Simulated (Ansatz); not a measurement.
Born–Oppenheimer molecular dynamics of C₂H₅ClF₂Si (11 atoms, charge 0, multiplicity 1). It starts from a relaxed structure.

Theory: Ansatz, RKS BHLYP/STO-3G.

- ensemble: NVT, Nosé–Hoover chain
- time step: 1 fs
- steps asked: 266
- set temperature: 400 K
- thermostat: time constant 300 fs, chain length 1
- masses: H 2.014 u
- seed: 599801

First frame:

```xyz
11
Properties=species:S:1:pos:R:3
F -1.315 0.709 1.170
C -0.179 0.060 0.669
Si -0.617 -1.331 -0.560
C 0.788 1.106 -0.008
F 0.313 1.561 -1.216
Cl 1.022 2.550 1.141
H 0.397 -0.364 1.514
H -1.334 -2.349 0.145
H -1.417 -0.804 -1.623
H 0.606 -1.864 -1.080
H 1.802 0.669 -0.129
```

Task: How far do the bonds stretch over the last three quarters of this one trajectory? (Pairs bonded in most of those frames.)

Result: 
| bond | mean (Å) | spread (Å) | shortest | longest |
| --- | --- | --- | --- | --- |
| F1–C2 | 1.402 | 0.011 | 1.38 | 1.42 |
| C2–Si3 | 1.914 | 0.021 | 1.87 | 1.96 |
| C2–C4 | 1.581 | 0.034 | 1.52 | 1.65 |
| C2–H7 | 1.112 | 0.047 | 1.04 | 1.18 |
| Si3–H8 | 1.433 | 0.013 | 1.41 | 1.46 |
| Si3–H9 | 1.434 | 0.018 | 1.40 | 1.46 |
| Si3–H10 | 1.434 | 0.038 | 1.38 | 1.49 |
| C4–F5 | 1.376 | 0.019 | 1.34 | 1.41 |
| C4–Cl6 | 1.866 | 0.020 | 1.82 | 1.92 |
| C4–H11 | 1.112 | 0.005 | 1.10 | 1.12 |

Mean temperature of the second half: 195 K. The conserved energy stayed within 0.74 meV per atom of its start (net change 0.39 meV per atom), so the integration is sound. The mean temperature of the second half is 51 % below the set value. A run of 0.27 ps of so small a system gives no equilibrium averages. Limits of this set-up: minimal basis.

Time of the run: 10 min on 1 thread of Intel(R) Xeon(R) Platinum 8488C (Sapphire Rapids), on a shared host, peak memory 0.12 GiB.
